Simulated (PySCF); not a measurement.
In(F)(Cl)(OMe) (CH₃ClFInO), SMILES C[O][In]([F])[Cl].

The structure is a stationary point at PBE0-D3(BJ)/def2-SVP. The structure was generated by enumeration; whether it is a known compound was not checked. The def2 effective core potentials stand for the cores of In; spin–orbit coupling is left out. Other conformers were not sampled.

Calculation: PBE/def2-TZVP (PySCF).

```json
{
 "total_energy": "-865.08612 hartree",
 "highest_occupied_level": "-6.80 eV",
 "lowest_empty_level": "-3.72 eV",
 "orbital_gap": "3.08 eV",
 "dipole_moment": "2.23 D",
 "quadrupole, principal values (traceless, Buckingham form, about the centre of nuclear charge)": "-8.14, 0.09, 8.05 D·Å",
 "mean_static_polarisability": "64.7 bohr³ (9.58 Å³)",
 "polarisability_principal_values": "45.6, 67.2, 81.1 bohr³"
}
```
